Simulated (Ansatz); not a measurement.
Scan of the N1–H5 bond length

MgNH$_{2}$Br (SMILES [NH2][Mg][Br]), singlet, at its PBE0-D4/def2-TZVP minimum:

| atom | x (Å) | y (Å) | z (Å) |
| --- | --- | --- | --- |
| N1 | -0.6758 | 0.5634 | -0.3966 |
| Mg2 | 0.6392 | -0.5447 | 0.3475 |
| Br3 | 2.2775 | -1.9253 | 1.2742 |
| H4 | -0.8641 | 1.5211 | -0.1420 |
| H5 | -1.3270 | 0.3118 | -1.1246 |

The bond length N1–H5 (1.009 Å at the minimum) is set to the values below, the two halves moving rigidly along the bond. Each method's energies count from its own value at the PBE0-D4 minimum structure. Program: Ansatz 0.2.0. Basis: def2-TZVPP. Cores are frozen in the correlated methods. Filled d shells of the heavier atoms are correlated. The outer core shell of Li, Na, Mg and K is correlated. The def2 sets are not built for correlating such inner shells, so the correlated values are less sure here. B3LYP uses VWN-RPA correlation.

| bond length (Å) | CCSD(T) (kcal/mol) | MP2 (kcal/mol) | PBE-D4 (kcal/mol) |
| --- | --- | --- | --- |
| 0.827 | 26.24 | 26.17 | 27.53 |
| 0.870 | 13.78 | 13.71 | 14.80 |
| 0.932 | 3.66 | 3.60 | 4.23 |
| 1.005 | 0.01 | 0.00 | 0.04 |
| 1.085 | 2.58 | 2.70 | 2.00 |
| 1.172 | 9.98 | 10.35 | 8.78 |
| 1.264 | 20.56 | 21.32 | 18.76 |
| 1.361 | 32.99 | 34.36 | 30.63 |
| 1.463 | 46.21 | 48.47 | 43.48 |

Largest difference from the CCSD(T) curve over the scan: r2SCAN-D4 0.37; PBE0-D4 1.71; B3LYP-D4 0.24; wB97M-V 1.69 kcal/mol. Each curve counts from its own value at the minimum.

T1 diagnostic: at most 0.010.

For scale, one of the runs: CCSD(T)/def2-TZVPP, 139 basis functions (an equivalent command: `ansatz run in.yaml --threads 2`). Time: 55 s of wall clock on 2 CPU threads; the host was shared. Peak host memory: 0.89 GiB.
